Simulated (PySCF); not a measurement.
H₄Ge, charge +1, doublet, at a GFN2-xTB geometry (a state made from the parent by changing its charge; the spin is typed, not shown lowest); PBE0/def2-SV(P) (PySCF).

PySCF was given this input:
```python
from pyscf import gto, scf, dft

mol = gto.Mole()
mol.atom = '''
    Ge   -0.00000000   -0.00000000    0.00000000
    H    -0.67646658   -0.62768487   -1.22444324
    H     0.64960409   -0.61379055    1.24584600
    H    -1.22136068    0.65887921    0.65193009
    H     1.24822317    0.58259622   -0.67333286
'''
mol.basis = 'def2-sv(p)'
mol.charge = 1
mol.spin = 1
mol.verbose = 4
mol.symmetry = True
mol.build()

mf = dft.UKS(mol)
mf.xc = 'pbe0'
mf.irrep_nelec = {'A': (7, 6), 'B1': (3, 3), 'B2': (4, 4), 'B3': (4, 4)}
mf.kernel()
mf.analyze()
```

The log (banner, timings and long lists left out):

```
PySCF version 2.14.0

[INPUT] verbose = 4
[INPUT] num. atoms = 5
[INPUT] num. electrons = 35
[INPUT] charge = 1
[INPUT] spin (= nelec alpha-beta = 2S) = 1
[INPUT] symmetry True subgroup None
[INPUT] Mole.unit = angstrom
[INPUT] Symbol           X                Y                Z      unit          X                Y                Z       unit  Magmom
[...]
nuclear repulsion = 45.4594603173191
point group symmetry = D2d, use subgroup D2
symmetry origin: [-1.23358114e-17  5.24923919e-10 -5.24923938e-10]
symmetry axis x: [ 0.95726721 -0.01573447  0.28877658]
symmetry axis y: [-0.28839497  0.02274279  0.9572414 ]
symmetry axis z: [-0.02162928 -0.99961752  0.01723319]
num. orbitals of irrep A = 13
num. orbitals of irrep B1 = 9
num. orbitals of irrep B2 = 9
num. orbitals of irrep B3 = 9
number of shells = 20
number of NR pGTOs = 90
number of NR cGTOs = 40
basis = def2-sv(p)
ecp = {}

******** <class 'pyscf.dft.uks_symm.SymAdaptedUKS'> ********
method = SymAdaptedUKS
initial guess = minao
damping factor = 0
level_shift factor = 0
DIIS = <class 'pyscf.scf.diis.CDIIS'>
diis_start_cycle = 1
diis_space = 8
diis_damp = 0
SCF conv_tol = 1e-09
SCF conv_tol_grad = None
SCF max_cycles = 50
direct_scf = True
direct_scf_tol = 1e-13
number electrons alpha = 18  beta = 17
irrep_nelec {'A': (7, 6), 'B1': (3, 3), 'B2': (4, 4), 'B3': (4, 4)}
XC library pyscf.dft.libxc version 7.1.2
    S. Lehtola, C. Steigemann, M. J. T. Oliveira, and M. A. L. Marques,  SoftwareX 7, 1–5 (2018)
XC functionals = pbe0
    C. Adamo and V. Barone,  J. Chem. Phys. 110, 6158 (1999)
    M. Ernzerhof and G. E. Scuseria,  J. Chem. Phys. 110, 5029 (1999)
radial grids:
    Treutler-Ahlrichs [JCP 102, 346 (1995); DOI:10.1063/1.469408] (M4) radial grids

becke partition: Becke, JCP 88, 2547 (1988); DOI:10.1063/1.454033
pruning grids: <function nwchem_prune>
grids dens level: 3
symmetrized grids: True
atomic radii adjust function: <function treutler_atomic_radii_adjust>
small_rho_cutoff = 0
Freeze 35 electrons in irreps ['A', 'B1', 'B2', 'B3']
    0 free electrons in irreps
Set gradient conv threshold to 3.16228e-05
tot grids = 59872
init E= -2078.04202496807

cycle= 1 E= -2078.05362387131  delta_E= -0.0116  |g|= 0.265  |ddm|= 5.71

cycle= 2 E= -2078.06930286686  delta_E= -0.0157  |g|= 0.277  |ddm|= 2.53

cycle= 3 E= -2078.08561342634  delta_E= -0.0163  |g|= 0.0136  |ddm|= 0.523

cycle= 4 E= -2078.08578086184  delta_E= -0.000167  |g|= 0.00386  |ddm|= 0.148

[...]
converged SCF energy = -2078.08579826196  <S^2> = 0.75302912  2S+1 = 2.0030268
Total Energy =                       -2078.085798261955915
[...]
beta  MO #8 (B2 #2), energy= -4.75285025662005 occ= 1
beta  MO #9 (B3 #2), energy= -4.75285025684932 occ= 1
beta  MO #10 (B2 #3), energy= -1.55324459377285 occ= 1
beta  MO #11 (B3 #3), energy= -1.55324457640535 occ= 1
beta  MO #12 (A #4), energy= -1.55309361444367 occ= 1
beta  MO #13 (B1 #3), energy= -1.54915653785476 occ= 1
beta  MO #14 (A #5), energy= -1.54544682586458 occ= 1
beta  MO #15 (A #6), energy= -0.874892671908363 occ= 1
beta  MO #16 (B2 #4), energy= -0.658148947753436 occ= 1
beta  MO #17 (B3 #4), energy= -0.65814894448379 occ= 1
beta  MO #18 (B1 #4), energy= -0.528208558461794 occ= 0
beta  MO #19 (B1 #5), energy= -0.260063282150686 occ= 0
beta  MO #20 (A #7), energy= -0.189644343865869 occ= 0
beta  MO #21 (B3 #5), energy= -0.152031679764321 occ= 0
beta  MO #22 (B2 #5), energy= -0.152031675200937 occ= 0
beta  MO #23 (A #8), energy= -0.0475552498446481 occ= 0
beta  MO #24 (B2 #6), energy= 0.0492834508077662 occ= 0
beta  MO #25 (B3 #6), energy= 0.0492834648388247 occ= 0
beta  MO #26 (A #9), energy= 0.0638220845422213 occ= 0
beta  MO #27 (B1 #6), energy= 0.0759816441365477 occ= 0
beta  MO #28 (A #10), energy= 0.196076249827402 occ= 0
beta  MO #29 (B1 #7), energy= 0.202943023990724 occ= 0
beta  MO #30 (B2 #7), energy= 0.267864158818506 occ= 0
beta  MO #31 (B3 #7), energy= 0.267864179587082 occ= 0
beta  MO #32 (A #11), energy= 0.351945074378489 occ= 0
beta  MO #33 (B3 #8), energy= 0.490381612583621 occ= 0
beta  MO #34 (B2 #8), energy= 0.490381628288973 occ= 0
beta  MO #35 (B1 #8), energy= 0.70361614042048 occ= 0
beta  MO #36 (A #12), energy= 2.06872364329701 occ= 0
beta  MO #37 (A #13), energy= 2.10633413552979 occ= 0
beta  MO #38 (B2 #9), energy= 2.17757787873918 occ= 0
beta  MO #39 (B3 #9), energy= 2.17757790073249 occ= 0
beta  MO #40 (B1 #9), energy= 2.2513104774437 occ= 0
 ** Mulliken pop alpha/beta on meta-lowdin orthogonal AOs **
 ** Mulliken pop       alpha | beta **
[...]
In total            18.00000 | 17.00000
 ** Mulliken atomic charges   ( Nelec_alpha | Nelec_beta ) **
charge of  0Ge =      0.57768  (    15.84563     15.57668 )
charge of  1H =      0.10558  (     0.53859      0.35583 )
charge of  2H =      0.10558  (     0.53859      0.35583 )
charge of  3H =      0.10558  (     0.53859      0.35583 )
charge of  4H =      0.10558  (     0.53859      0.35583 )

WARN: System has nonzero charge 1; the dipole moment is origin-dependent.
Location of origin: [0. 0. 0.]

Dipole moment(X, Y, Z, Debye):  0.00000,  0.00000,  0.00000
```
